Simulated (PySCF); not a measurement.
Broadened absorption spectrum of C4H4N2Se

Compound: C4H4N2Se.
SMILES: `C=CC1=N[Se]N=C1`

Level of theory: PySCF 2.14.0, density-fitted response routines, TDDFT PBE0/def2-SVPD, vertical, gas phase, core orbitals frozen in the response. Isolated species at its PBE0-D3(BJ)/def2-SVP geometry (one conformer only). Relativistic effects, spin–orbit coupling among them, are left out although an element past zinc is present. Torsions of this conformer, `[CH2:1]=[CH:2][c:3]1[cH:4][n:5][se:6][n:7]1`: C1–C2–C3–C4 180°.

Computed states:

```json
{"state": "S1", "E (eV)": "4.29", "f": "0.236"}
{"state": "S2", "E (eV)": "4.64", "f": "0.0000"}
{"state": "S3", "E (eV)": "4.85", "f": "0.0000"}
{"state": "S4", "E (eV)": "5.21", "f": "0.0002"}
{"state": "S5", "E (eV)": "5.50", "f": "0.0029"}
{"state": "S6", "E (eV)": "5.83", "f": "0.173"}
```

Broadening: Gaussians 0.5 eV wide at half height, area fixed by f = 4.319×10⁻⁹ ∫ε dν̃. The cross-section is σ = 3.8235×10⁻²¹ ε cm², given in Mb (10⁻¹⁸ cm²). The width is an assumption, not a result. The curve ends short of the highest state used, and states not computed would add to its high-energy end.

Question: What does the envelope look like, and where are its maxima?

Answer: 
| λ (nm) | σ (Mb) |
| --- | --- |
| 237.2 | 0.97 |
| 239.9 | 0.52 |
| 242.5 | 0.30 |
| 245.1 | 0.22 |
| 247.8 | 0.25 |
| 250.4 | 0.42 |
| 253.0 | 0.79 |
| 255.7 | 1.50 |
| 258.3 | 2.65 |
| 260.9 | 4.44 |
| 263.6 | 7.14 |
| 266.2 | 10.66 |
| 268.8 | 15.08 |
| 271.5 | 20.50 |
| 274.1 | 26.26 |
| 276.8 | 32.38 |
| 279.4 | 37.93 |
| 282.0 | 42.66 |
| 284.7 | 46.30 |
| 287.3 | 48.28 |
| 289.9 | 48.65 |
| 292.6 | 47.38 |
| 295.2 | 44.76 |
| 297.8 | 41.08 |
| 300.5 | 36.49 |
| 303.1 | 31.70 |
| 305.7 | 26.88 |
| 308.4 | 22.08 |
| 311.0 | 17.87 |
| 313.6 | 14.16 |
| 316.3 | 10.89 |
| 318.9 | 8.30 |
| 321.5 | 6.21 |
| 324.2 | 4.52 |
| 326.8 | 3.27 |
| 329.4 | 2.34 |
| 332.1 | 1.62 |
| 334.7 | 1.12 |
| 337.3 | 0.77 |
| 340.0 | 0.51 |
| 342.6 | 0.34 |
| 345.2 | 0.23 |
| 347.9 | 0.15 |
| 350.5 | 0.10 |

Maxima: 289 nm (4.29 eV), ε about 13000, made up of S1 (100%) (ε in L mol⁻¹ cm⁻¹; maxima over ε = 5, shares over 10%). At its high-energy end, 5.23 eV, the curve is still rising (ε about 260, from S5 and S6).

Question: On this curve, what absorbance would a 10⁻³ mol/L sample give at 280 nm over a 1 cm path?

Answer: 280 nm is 4.428 eV, where ε is about 10000 L mol⁻¹ cm⁻¹, so A = ε c l ≈ 10 (Beer–Lambert, with the gas-phase spectrum and the assumed width).

Question: What would ε be at 4.29 eV, the highest of these maxima, with half the width (0.25 eV)?

Answer: About 25500 L mol⁻¹ cm⁻¹ against 12700, a factor of about 2.00; a lone state at its own centre would give exactly 2.

Question: Coming from long wavelengths, where does ε first pass 100 L mol⁻¹ cm⁻¹?

Answer: At about 342 nm (3.63 eV), 0.66 eV below S1.

The run took about 50 s of CPU time (one thread, shared machine).
